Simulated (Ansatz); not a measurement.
Potential energy curve for Re(O)3(OH), SMILES [Re]([OH])(=[O])(=[O])=[O], singlet. The O5–H6 bond (O5 also carries Re; H6 carries nothing else) is varied alone, starting from the PBE0/def2-TZVP, def2 effective core potentials past Kr optimised geometry.

- RKS-PBE = restricted PBE/def2-TZVP, def2 effective core potentials past Kr (Ansatz, an electronic-structure program)
- UKS-PBE = unrestricted PBE/def2-TZVP, def2 effective core potentials past Kr (Ansatz)
- RKS-PBE0 = restricted PBE0/def2-TZVP, def2 effective core potentials past Kr (Ansatz)
- UKS-PBE0 = Ansatz with unrestricted PBE0/def2-TZVP, def2 effective core potentials past Kr

Energies relative to the lowest point of each curve near equilibrium, in eV; the last columns give the difference from UKS-PBE0:

```json
[
 {"R / Å": "0.77", "RKS-PBE": "1.545", "UKS-PBE": "1.545", "RKS-PBE0": "1.457", "UKS-PBE0": "1.457", "RKS-PBE − UKS-PBE0": "0.088", "UKS-PBE − UKS-PBE0": "0.088", "RKS-PBE0 − UKS-PBE0": "0.000"},
 {"R / Å": "0.84", "RKS-PBE": "0.519", "UKS-PBE": "0.519", "RKS-PBE0": "0.462", "UKS-PBE0": "0.462", "RKS-PBE − UKS-PBE0": "0.057", "UKS-PBE − UKS-PBE0": "0.057", "RKS-PBE0 − UKS-PBE0": "0.000"},
 {"R / Å": "0.89", "RKS-PBE": "0.159", "UKS-PBE": "0.159", "RKS-PBE0": "0.126", "UKS-PBE0": "0.126", "RKS-PBE − UKS-PBE0": "0.033", "UKS-PBE − UKS-PBE0": "0.033", "RKS-PBE0 − UKS-PBE0": "0.000"},
 {"R / Å": "0.93", "RKS-PBE": "0.028", "UKS-PBE": "0.028", "RKS-PBE0": "0.015", "UKS-PBE0": "0.015", "RKS-PBE − UKS-PBE0": "0.013", "UKS-PBE − UKS-PBE0": "0.013", "RKS-PBE0 − UKS-PBE0": "0.000"},
 {"R / Å": "0.95", "RKS-PBE": "0.002", "UKS-PBE": "0.002", "RKS-PBE0": "0.000", "UKS-PBE0": "0.000", "RKS-PBE − UKS-PBE0": "0.002", "UKS-PBE − UKS-PBE0": "0.002", "RKS-PBE0 − UKS-PBE0": "0.000"},
 {"R / Å": "0.97", "RKS-PBE": "0.000", "UKS-PBE": "0.000", "RKS-PBE0": "0.008", "UKS-PBE0": "0.008", "RKS-PBE − UKS-PBE0": "-0.008", "UKS-PBE − UKS-PBE0": "-0.008", "RKS-PBE0 − UKS-PBE0": "0.000"},
 {"R / Å": "1.01", "RKS-PBE": "0.052", "UKS-PBE": "0.052", "RKS-PBE0": "0.081", "UKS-PBE0": "0.081", "RKS-PBE − UKS-PBE0": "-0.029", "UKS-PBE − UKS-PBE0": "-0.029", "RKS-PBE0 − UKS-PBE0": "0.000"},
 {"R / Å": "1.07", "RKS-PBE": "0.237", "UKS-PBE": "0.237", "RKS-PBE0": "0.298", "UKS-PBE0": "0.298", "RKS-PBE − UKS-PBE0": "-0.061", "UKS-PBE − UKS-PBE0": "-0.061", "RKS-PBE0 − UKS-PBE0": "0.000"},
 {"R / Å": "1.14", "RKS-PBE": "0.559", "UKS-PBE": "0.559", "RKS-PBE0": "0.658", "UKS-PBE0": "0.658", "RKS-PBE − UKS-PBE0": "-0.099", "UKS-PBE − UKS-PBE0": "-0.099", "RKS-PBE0 − UKS-PBE0": "0.000"},
 {"R / Å": "1.25", "RKS-PBE": "1.183", "UKS-PBE": "1.183", "RKS-PBE0": "1.344", "UKS-PBE0": "1.344", "RKS-PBE − UKS-PBE0": "-0.161", "UKS-PBE − UKS-PBE0": "-0.161", "RKS-PBE0 − UKS-PBE0": "0.000"},
 {"R / Å": "1.39", "RKS-PBE": "2.028", "UKS-PBE": "2.028", "RKS-PBE0": "2.272", "UKS-PBE0": "2.272", "RKS-PBE − UKS-PBE0": "-0.243", "UKS-PBE − UKS-PBE0": "-0.243", "RKS-PBE0 − UKS-PBE0": "0.000"},
 {"R / Å": "1.55", "RKS-PBE": "2.929", "UKS-PBE": "2.929", "RKS-PBE0": "3.274", "UKS-PBE0": "3.274", "RKS-PBE − UKS-PBE0": "-0.345", "UKS-PBE − UKS-PBE0": "-0.345", "RKS-PBE0 − UKS-PBE0": "0.000"},
 {"R / Å": "1.77", "RKS-PBE": "3.946", "UKS-PBE": "3.946", "RKS-PBE0": "4.444", "UKS-PBE0": "4.438", "RKS-PBE − UKS-PBE0": "-0.492", "UKS-PBE − UKS-PBE0": "-0.492", "RKS-PBE0 − UKS-PBE0": "0.006"},
 {"R / Å": "1.99", "RKS-PBE": "4.699", "UKS-PBE": "4.584", "RKS-PBE0": "5.353", "UKS-PBE0": "5.088", "RKS-PBE − UKS-PBE0": "-0.389", "UKS-PBE − UKS-PBE0": "-0.504", "RKS-PBE0 − UKS-PBE0": "0.265"},
 {"R / Å": "2.33", "RKS-PBE": "5.456", "UKS-PBE": "4.825", "RKS-PBE0": "6.328", "UKS-PBE0": "5.167", "RKS-PBE − UKS-PBE0": "0.289", "UKS-PBE − UKS-PBE0": "-0.342", "RKS-PBE0 − UKS-PBE0": "1.161"},
 {"R / Å": "2.79", "RKS-PBE": "5.898", "UKS-PBE": "4.864", "RKS-PBE0": "6.968", "UKS-PBE0": "5.114", "RKS-PBE − UKS-PBE0": "0.784", "UKS-PBE − UKS-PBE0": "-0.250", "RKS-PBE0 − UKS-PBE0": "1.854"}
]
```

RKS-PBE is furthest from UKS-PBE0 at 2.79 (0.784 eV, above); its mean absolute difference over the points is 0.193 eV.

UKS-PBE is furthest from UKS-PBE0 at 1.99 (-0.504 eV, below); its mean absolute difference over the points is 0.170 eV.

RKS-PBE0 is furthest from UKS-PBE0 at 2.79 (1.854 eV, above); its mean absolute difference over the points is 0.205 eV.

The restricted form behind RKS-PBE, RKS-PBE0 keeps the bonding electrons paired and can't separate into open-shell fragments. The unrestricted determinant behind UKS-PBE is spin-contaminated at 1.99 to 2.79 Å (<S²> up to 0.9, against 0.00 for a pure singlet). The unrestricted determinant behind UKS-PBE0 is spin-contaminated at 1.77 to 2.79 Å (<S²> up to 1.0, against 0.00 for a pure singlet).
